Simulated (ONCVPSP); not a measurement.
**Transferability test, ONCV potential for Te**

```
Element                 : tellurium (Te)
Generator               : ONCVPSP 4.0.1
Type                    : optimised norm-conserving Vanderbilt (ONCV)
Functional              : PBE
Relativity              : scalar-relativistic
Frozen core             : [Kr] 4d10
Valence charge          : 6
Reference configuration : 5s2 5p4
Partial waves           : 5s: rc 1.80 bohr, ncon 5, nbas 8, qcut 3 1/bohr, 2 projectors, debl 2.5 Ha; 5p: rc 2.35 bohr, ncon 4, nbas 7, qcut 4.2 1/bohr, 3 projectors, debl 3.4 Ha
Local potential         : polynomial inside 1.15 bohr (lpopt 5, dvloc0 2 Ha)
Core correction         : Teter function, fcfact 2.75, rcfact 1.7
```

Energies are relative to the spin-unpolarised reference configuration 5s2 5p4; without spin polarisation the order of configurations can differ from experiment.

| valence configuration | charge | ΔE all-electron (eV) | error AE − PS (meV) |
| --- | --- | --- | --- |
| 5s2 5p3 | +1 | 9.729 | -36 |
| 5s2 5p2 | +2 | 27.654 | -191 |
| 5s1 5p5 | 0 | 9.255 | -11 |

Problem. What are ΔE and the potential's error for 5s2 5p1?

Solution. ΔE = 54.552 eV all-electron; the error (AE − PS) is -542 meV.

Levels in the configuration 5s1 5p5:

```tsv
level	all-electron (eV)	pseudo (eV)
5s	-15.858	-15.874
5p	-6.504	-6.500
```

Note: ghosts flagged at negative energy: s at -40.7 eV; GHOST(+) flagged for p at 181.4 eV. A true bound ghost makes a file unfit for plane-wave use.
